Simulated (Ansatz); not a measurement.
Program: Ansatz. Geometries: PBE0-D4/def2-TZVP. ΔE: electronic, gas phase. CCSD(T)/CBS is the MP2 limit (def2-TZVPP, def2-QZVPP) plus CCSD(T) − MP2 in def2-TZVPP, frozen cores. This one scheme is used for every species. DFT in def2-TZVPP. B3LYP here is the variant with VWN-RPA as its local correlation; programs differ in this. Each species was taken in one conformer, which may not be the lowest.

Consider the ligand exchange at the Si–F bond: `O[Si@H](Cl)[Si@H](F)Cl` + HCl → `O[SiH](Cl)[SiH](Cl)Cl` + H–F.

(1) Is it downhill or uphill in electronic energy at CCSD(T)/CBS, and by how much? (Best estimate.)

(2) What do these levels give: r2SCAN-D4, B3LYP-D4, B2PLYP, r2SCAN, MP2/def2-QZVPP, HF/CBS(def2)? (Best estimate.)

Largest T1 diagnostic among the species: 0.011.

## Answers

(1) The calculation gave: Uphill: ΔE = +32.2 kJ/mol.

(2) Ansatz gave: r2SCAN-D4 36.3, B3LYP-D4 37.2, B2PLYP 42.2, r2SCAN 37.7, MP2/def2-QZVPP 27.8, HF/CBS(def2) 54.9 kJ/mol.

The D4 term adds −9.8 kJ/mol with B3LYP and −5.3 kJ/mol with PBE0; it sums over pairs of atoms, weighted by their polarisabilities, and B3LYP, whose exchange is more repulsive, gets the larger term. In def2-TZVPP, CCSD(T) changes the Hartree–Fock value by −15.2 kJ/mol (the triples alone add −3.2 kJ/mol) and MP2 by −22.6 kJ/mol.
